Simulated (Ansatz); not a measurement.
Species: sum formula H8Si3O2, charge 0, multiplicity 1. 
Coordinates optimised at B3LYP-D3(BJ)/def2-TZVP (Ansatz, a quantum-chemistry and plane-wave program):
```
O
Si 1 1.6309
O 2 1.6308 1 110.77
Si 3 1.6404 2 147.03 1 -54.29
Si 1 1.6404 2 147.12 3 -55.44
H 2 1.4752 3 109.76 4 64.01
H 2 1.4752 6 111.98 1 120.51
H 4 1.4778 3 108.29 2 -165.21
H 5 1.4778 1 108.29 2 -164.70
H 4 1.4804 8 109.69 3 119.78
H 5 1.4804 9 109.69 1 119.78
H 4 1.4817 8 109.68 10 119.91
H 5 1.4817 9 109.67 11 119.92
```
Charge 0, spin multiplicity 1.

Atomisation energy built up term by term with Ansatz (kcal/mol; UHF references for open shells; valence terms freeze the core; atomic spin-orbit terms are left out). CBS marks a two-point X^-3 extrapolation of the correlation energy; Hartree-Fock from the larger set.

| term | basis | kcal/mol |
|---|---|---|
| Hartree-Fock | cc-pV(Q+d)Z | [?] |
| CCSD correlation | CBS(cc-pV(T+d)Z,cc-pV(Q+d)Z) | [?] |
| (T) | CBS(cc-pV(T+d)Z,cc-pV(Q+d)Z) | 11.67 |
| core correlation | cc-pwCVTZ | 0.17 |
| scalar relativity (X2C) | cc-pVTZ-DK against cc-pVTZ | -2.92 |
| sum: De |  | [?] |

Q: Fill in the missing entries.

A: 
- Hartree-Fock, kcal/mol: 821.33
- CCSD correlation, kcal/mol: 249.80
- sum: De, kcal/mol: 1080.0
